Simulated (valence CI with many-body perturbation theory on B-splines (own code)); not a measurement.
**E1 line list for Au45+**

Level of theory: relativistic CI+MBPT: six valence electrons over a frozen Dirac-Fock core [Ar] 3d10, a basis of 9 s, 9 p, 8 d, 6 f, 3 g, 1 h functions for each j, with the one-electron correlation potential Σ1, the two-electron term Σ2, the three-electron term Σ3, Breit, model QED; selected CI, second order for the rest, scaled by the run's own slope (own B-spline code, finite nucleus).

No measured spectrum was set against this ion. As an estimate, large intervals hold to a few tenths of a per cent, small ones and those within an open d or f shell to about a per cent. Among the levels kept, up to 660 cm⁻¹ of a level comes from second order outside the variational space, and about a tenth of that is noise between levels of different J, which matters for small intervals.

Lines 1 to 50 of 113 in falling wavelength, among levels below 2960900 cm⁻¹, chosen from the strongest by gf and those to the six lowest levels. Wavelengths and rates use the calculated energies. Electric multipoles are in the length gauge with retardation, E1 and E2 with the static RPA response of the core. Weak lines are less certain than strong ones. Lines between different terms over intervals too small for the method are left out, as are lines whose strength nearly cancels. Where a level lies close to another of its J and parity, the split of strength between their lines is uncertain. The highest levels of a list are the least certain.

Levels are named by their leading jj configuration (3d3/2^4 stands for four electrons in 3d with j = 3/2), which in mixed levels can hold well under half, so a name can repeat and another be missing. Letters in brackets count levels of one name in rising energy.

| λ vac (Å) | Upper | Lower | A (s⁻¹) | log gf | Branch % |
| --- | --- | --- | --- | --- | --- |
| 5858 | (4s^2 4p1/2^2 4d3/2^2) J=2 | (4s^2 4p1/2 4p3/2^2 4d5/2) J=2 [a] | 2.96e+00 | -7.12 | 0.0 |
| 2170 | (4s^2 4p1/2 4p3/2^2 4d5/2) J=2 [b] | (4s^2 4p1/2^2 4d3/2^2) J=2 | 2.27e+02 | -6.10 | 0.0 |
| 1717 | (4s^2 4p1/2 4p3/2^2 4d5/2) J=1 [b] | (4s^2 4p1/2^2 4d3/2^2) J=2 | 1.18e+02 | -6.80 | 0.0 |
| 1197 | (4s^2 4p3/2^4) J=0 | (4s 4p1/2^2 4p3/2^3) J=1 | 5.15e+05 | -3.96 | 0.9 |
| 1137 | (4s^2 4p1/2 4p3/2^2 4d5/2) J=3 [c] | (4s^2 4p1/2^2 4d3/2^2) J=2 | 1.23e+04 | -4.78 | 0.0 |
| 945.2 | (4s^2 4p1/2^2 4d3/2^2) J=2 | (4s^2 4p1/2 4p3/2^2 4d3/2) J=1 [c] | 1.68e+03 | -5.95 | 0.0 |
| 939.6 | (4s^2 4p1/2 4p3/2^2 4d5/2) J=2 [c] | (4s^2 4p1/2^2 4d3/2^2) J=2 | 1.45e+03 | -6.02 | 0.0 |
| 658.4 | (4s^2 4p1/2^2 4d3/2^2) J=2 | (4s^2 4p1/2 4p3/2^2 4d5/2) J=3 [a] | 4.60e+04 | -4.83 | 0.0 |
| 585.4 | (4s^2 4p1/2^2 4d3/2^2) J=2 | (4s^2 4p1/2 4p3/2^2 4d3/2) J=1 [b] | 8.43e+04 | -4.66 | 0.0 |
| 581.7 | (4s^2 4p1/2^2 4d3/2^2) J=0 | (4s^2 4p1/2 4p3/2^2 4d5/2) J=1 [a] | 6.41e+03 | -6.49 | 0.0 |
| 558.6 | (4s^2 4p1/2^2 4d3/2^2) J=2 | (4s^2 4p1/2 4p3/2^2 4d3/2) J=2 [c] | 8.66e+05 | -3.69 | 0.0 |
| 544.4 | (4s^2 4p1/2^2 4d3/2^2) J=0 | (4s^2 4p1/2 4p3/2^2 4d3/2) J=1 [c] | 9.11e+04 | -5.39 | 0.0 |
| 530.7 | (4s^2 4p1/2^2 4d3/2^2) J=2 | (4s^2 4p1/2 4p3/2^2 4d3/2) J=3 [b] | 1.05e+06 | -3.66 | 0.0 |
| 476.6 | (4s^2 4p1/2 4p3/2^2 4d3/2) J=1 [a] | (4s^2 4p3/2^4) J=0 | 6.87e+05 | -4.15 | 0.0 |
| 402.1 | (4s^2 4p1/2^2 4d3/2^2) J=0 | (4s^2 4p1/2 4p3/2^2 4d3/2) J=1 [b] | 1.17e+07 | -3.55 | 0.0 |
| 377.5 | (4s^2 4p1/2^2 4d3/2^2) J=2 | (4s^2 4p1/2 4p3/2^2 4d3/2) J=2 [b] | 1.32e+04 | -5.85 | 0.0 |
| 356.6 | (4s^2 4p1/2^2 4p3/2 4d3/2) J=2 | (4s^2 4p1/2 4p3/2^3) J=2 | 2.55e+06 | -3.61 | 0.0 |
| 323.8 | (4s^2 4p1/2^2 4p3/2 4d3/2) J=1 | (4s^2 4p1/2 4p3/2^3) J=2 | 1.84e+07 | -3.06 | 0.1 |
| 317.2 | (4s^2 4p1/2^2 4p3/2 4d3/2) J=3 | (4s^2 4p1/2 4p3/2^3) J=2 | 3.84e+05 | -4.39 | 0.0 |
| 312.7 | (4s^2 4p1/2^2 4p3/2 4d3/2) J=2 | (4s^2 4p1/2 4p3/2^3) J=1 | 1.02e+06 | -4.13 | 0.0 |
| 288.9 | (4s^2 4p1/2^2 4p3/2 4d3/2) J=0 | (4s^2 4p1/2 4p3/2^3) J=1 | 4.92e+06 | -4.21 | 100.0 |
| 287.2 | (4s^2 4p1/2^2 4p3/2 4d3/2) J=1 | (4s^2 4p1/2 4p3/2^3) J=1 | 2.52e+06 | -4.03 | 0.0 |
| 285.6 | (4s^2 4p1/2^2 4d3/2^2) J=2 | (4s^2 4p1/2 4p3/2^2 4d3/2) J=3 [a] | 1.57e+07 | -3.02 | 0.0 |
| 260.6 | (4s^2 4p1/2^2 4d3/2^2) J=2 | (4s^2 4p1/2 4p3/2^2 4d3/2) J=2 [a] | 5.63e+05 | -4.54 | 0.0 |
| 260.4 | (4s^2 4p1/2^2 4d3/2^2) J=2 | (4s^2 4p1/2 4p3/2^2 4d3/2) J=1 [a] | 7.41e+04 | -5.42 | 0.0 |
| 240.4 | (4s^2 4p3/2^4) J=0 | (4s^2 4p1/2^2 4p3/2 4d5/2) J=1 | 1.56e+06 | -4.87 | 2.6 |
| 236.4 | (4s^2 4p1/2 4p3/2^2 4d3/2) J=1 [b] | (4s^2 4p3/2^4) J=0 | 1.20e+07 | -3.52 | 0.0 |
| 216.5 | (4s^2 4p1/2^2 4d3/2^2) J=0 | (4s^2 4p1/2 4p3/2^2 4d3/2) J=1 [a] | 2.32e+07 | -3.79 | 0.0 |
| 204.9 | (4s^2 4p1/2 4p3/2^2 4d3/2) J=1 [c] | (4s^2 4p3/2^4) J=0 | 1.15e+07 | -3.66 | 0.0 |
| 200.1 | (4s^2 4p1/2 4p3/2^2 4d5/2) J=1 [a] | (4s^2 4p3/2^4) J=0 | 1.08e+08 | -2.71 | 0.0 |
| 184.5 | (4s^2 4p1/2^2 4p3/2 4d5/2) J=2 | (4s^2 4p1/2 4p3/2^3) J=2 | 1.27e+08 | -2.49 | 0.1 |
| 172.0 | (4s^2 4p1/2^2 4p3/2 4d5/2) J=2 | (4s^2 4p1/2 4p3/2^3) J=1 | 1.32e+08 | -2.53 | 0.1 |
| 154.9 | (4s^2 4p1/2^2 4p3/2 4d5/2) J=3 | (4s^2 4p1/2 4p3/2^3) J=2 | 5.88e+05 | -4.83 | 0.0 |
| 153.3 | (4s^2 4p1/2 4p3/2^2 4d5/2) J=1 [b] | (4s^2 4p3/2^4) J=0 | 7.46e+07 | -3.10 | 0.0 |
| 147.6 | (4s^2 4p1/2^2 4p3/2 4d5/2) J=1 | (4s^2 4p1/2 4p3/2^3) J=2 | 1.81e+08 | -2.75 | 0.0 |
| 147.6 | (4s^2 4p1/2^2 4d3/2^2) J=2 | (4s 4p1/2^2 4p3/2^3) J=1 | 4.76e+05 | -5.11 | 0.0 |
| 139.5 | (4s^2 4p1/2^2 4p3/2 4d5/2) J=1 | (4s^2 4p1/2 4p3/2^3) J=1 | 1.42e+07 | -3.91 | 0.0 |
| 132.4 | (4s^2 4p1/2^2 4d3/2^2) J=0 | (4s 4p1/2^2 4p3/2^3) J=1 | 2.71e+07 | -4.15 | 0.1 |
| 127.9 | (4s^2 4p1/2^2 4d3/2^2) J=2 | (4s 4p1/2^2 4p3/2^3) J=2 | 4.32e+06 | -4.28 | 0.0 |
| 127.5 | (4s^2 4p3/2^4) J=0 | (4s^2 4p1/2^2 4p3/2 4d3/2) J=1 | 6.03e+06 | -4.83 | 10.1 |
| 110.5 | (4s 4p1/2^2 4p3/2^3) J=2 | (4s^2 4p1/2 4p3/2^3) J=2 | 1.23e+10 | -0.95 | 2.1 |
| 105.8 | (4s 4p1/2^2 4p3/2^3) J=2 | (4s^2 4p1/2 4p3/2^3) J=1 | 1.61e+10 | -0.87 | 2.7 |
| 99.03 | (4s 4p1/2^2 4p3/2^3) J=1 | (4s^2 4p1/2 4p3/2^3) J=2 | 3.84e+10 | -0.77 | 3.9 |
| 99.03 | (4s^2 4p1/2^2 4d3/2^2) J=2 | (4s^2 4p1/2^2 4p3/2 4d5/2) J=1 | 1.04e+08 | -3.12 | 0.3 |
| 96.01 | (4s^2 4p1/2^2 4d3/2^2) J=2 | (4s^2 4p1/2^2 4p3/2 4d5/2) J=3 | 3.19e+08 | -2.66 | 0.8 |
| 95.31 | (4s 4p1/2^2 4p3/2^3) J=1 | (4s^2 4p1/2 4p3/2^3) J=1 | 9.30e+09 | -1.42 | 1.0 |
| 91.94 | (4s^2 4p1/2^2 4d3/2^2) J=0 | (4s^2 4p1/2^2 4p3/2 4d5/2) J=1 | 1.26e+08 | -3.80 | 0.3 |
| 87.33 | (4s^2 4p1/2^2 4d3/2^2) J=2 | (4s^2 4p1/2^2 4p3/2 4d5/2) J=2 | 9.23e+07 | -3.28 | 0.2 |
| 76.74 | (4s^2 4p1/2 4p3/2^2 4d3/2) J=1 [a] | (4s^2 4p1/2 4p3/2^3) J=2 | 1.02e+10 | -1.57 | 11.4 |
| 76.71 | (4s^2 4p1/2 4p3/2^2 4d3/2) J=2 [a] | (4s^2 4p1/2 4p3/2^3) J=2 | 3.09e+09 | -1.87 | 29.6 |

Problem. How does gf follow from A for the line at 96.01 Å?

Solution. gf = 1.4992 × (2J+1)_upper × A / σ², with σ = 1041505 cm⁻¹ and 2J+1 = 5: gf = 0.00220.
